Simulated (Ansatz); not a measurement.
Diatomic BeO, multiplicity 3 (not the ground state: that is measured with 2S+1 = 1).

Seven points along R, fitted to fifth degree in 1/R; most abundant isotopes. In def2 and cc sets the state is the lowest found near the PBE0 minimum, followed along R.

Programs: Ansatz (an electronic-structure program) with Gaussian orbitals. Values without a source in brackets are computed.

```json
[
 {"level": "PBE/def2-TZVPP", "r_e (Å)": "1.482", "ω_e (cm⁻¹)": "1082", "ω_e x_e (cm⁻¹)": "9.2", "B_e (cm⁻¹)": "1.33", "dipole (D)": "1.10"},
 {"level": "PBE0/def2-TZVPP", "r_e (Å)": "1.468", "ω_e (cm⁻¹)": "1124", "ω_e x_e (cm⁻¹)": "9.3", "B_e (cm⁻¹)": "1.36", "dipole (D)": "1.19"},
 {"level": "wB97X-V/def2-TZVPP", "r_e (Å)": "1.475", "ω_e (cm⁻¹)": "1117", "ω_e x_e (cm⁻¹)": "8.6", "B_e (cm⁻¹)": "1.34", "dipole (D)": "1.20"},
 {"level": "CCSD/def2-TZVPP", "r_e (Å)": "1.471", "ω_e (cm⁻¹)": "1125", "ω_e x_e (cm⁻¹)": "8.8", "B_e (cm⁻¹)": "1.35", "dipole (D)": "-"},
 {"level": "CCSD(T)/def2-TZVPP", "r_e (Å)": "1.475", "ω_e (cm⁻¹)": "1113", "ω_e x_e (cm⁻¹)": "8.8", "B_e (cm⁻¹)": "1.34", "dipole (D)": "-"}
]
```

Correlated levels freeze the inner cores; with def2 sets outer-core shells near the valence are correlated too.
